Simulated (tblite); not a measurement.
Compound: C6H8ClO2 (doublet state).
Atom-mapped SMILES: `[O:1]=[CH:2][O:3][C@@H:4]1[CH:5][CH2:6][C@@H:7]1[CH2:8][Cl:9]` (hydrogens: H10 on C2; H11 on C4; H12 on C5; H13, H14 on C6; H15 on C7; H16, H17 on C8)

Geometry (GFN2-xTB, Å), atoms numbered from 1 in this order:
```
atom  x, y, z in Å
O1     2.802   -0.975    0.569
C2     2.132   -0.447    1.406
O3     1.091    0.339    1.209
C4     0.722    0.609   -0.158
C5    -0.171    1.771   -0.332
C6    -1.255    0.983   -0.962
C7    -0.401   -0.289   -0.757
C8    -0.976   -1.292    0.218
Cl9   -2.467   -2.005   -0.454
H10    2.302   -0.542    2.492
H11    1.652    0.599   -0.746
H12   -0.123    2.766    0.059
H13   -1.470    1.227   -2.006
H14   -2.210    0.983   -0.428
H15   -0.106   -0.788   -1.681
H16   -1.246   -0.815    1.161
H17   -0.283   -2.114    0.400
```

Computed geometry: GFN2-xTB, gas phase. This method treats the open shell by occupation alone, without spin polarisation.

Take the most abundant isotopes and a rigid rotor. The values belong to one conformer with, in the numbering `[O:1]=[CH:2][O:3][C@@H:4]1[CH:5][CH2:6][C@@H:7]1[CH2:8][Cl:9]`, O1–C2–O3–C4 -1°, C2–O3–C4–C5 -163°, C6–C7–C8–Cl9 68°.

Q: What are A, B and C (MHz)?

A: Ia = 233.98, Ib = 585.10, Ic = 746.85 u·Å²; 505379 MHz·u·Å²/I gives A = 2160, B = 863.7, C = 676.7 MHz.

Q: What kind of rotor is it?

A: An asymmetric top. Ray's parameter κ = (2B − A − C)/(A − C) = -0.748; −1 is the prolate and +1 the oblate limit.

Q: What does the inertial defect say?

A: Not planar: Δ = Ic − Ia − Ib = -72.24 u·Å². For a rigid frame Δ = −2 Σ m c², so Σ m c² = 36.12 u·Å² lies off the ab plane: 9.45 from hydrogen and 26.67 from heavier atoms. The atom farthest from that plane is 1.65 Å away.

Q: Give the other two planar moments, Paa and Pbb, and the rms extents of the mass along the axes.

A: Paa = Σ m a² = (Ib + Ic − Ia)/2 = 548.99 and Pbb = Σ m b² = (Ia + Ic − Ib)/2 = 197.86 u·Å². With the mass M = 147.02 u, the rms extents √(P/M) along a, b and c are 1.93, 1.16, 0.50 Å.

Q: List the rotational levels J(Ka,Kc) to J = 3 (cm⁻¹).

A: Above 0(0,0):
J = 1: 1(0,1) 0.0514, 1(1,1) 0.0946, 1(1,0) 0.1009
J = 2: 2(0,2) 0.1535, 2(1,2) 0.1911, 2(1,1) 0.2099, 2(2,1) 0.3396, 2(2,0) 0.3402
J = 3: 3(0,3) 0.3052, 3(1,3) 0.3356, 3(1,2) 0.3730, 3(2,2) 0.4937, 3(2,1) 0.4968, 3(3,1) 0.7259, 3(3,0) 0.7259

Q: Estimate the classical rotational partition function at 10 K, 50 K and 200 K.

A: Point group C1, symmetry number σ = 1; q = (√π/σ)·√((kT/h)³/(ABC)), k/h = 20836.6 MHz/K: 4740 at 10 K, 53000 at 50 K, 424000 at 200 K.

For this open shell read J as N, the rotation without spin; fine and hyperfine splittings come on top. Its GFN2-xTB frequencies are all real (lowest 16 cm⁻¹). No vibrational averaging or centrifugal distortion is included, and the geometry carries the error of its method.

Time: 0.47 s wall. Hardware: an Arm Neoverse V2 with one thread (shared host). That covers the optimisation of the geometry.
